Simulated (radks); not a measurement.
Q: Calculated with a radial shooting solver on a logarithmic mesh with Libxc functionals: non-relativistic Kohn-Sham, LDA (Slater exchange, Perdew-Wang correlation), spin-unpolarised, spherical densities, point nucleus. Response by self-consistent Sternheimer equations with the Hartree and adiabatic LDA kernel. Rank C3+, Be+, B2+, O5+, Li, Ne7+, N4+, F6+ (NIST ground configurations) by static dipole polarisability, largest first.

A: Li 146.2, Be+ 20.07, B2+ 6.289, C3+ 2.742, N4+ 1.434, O5+ 0.8422, F6+ 0.5360, Ne7+ 0.3620 bohr^3.
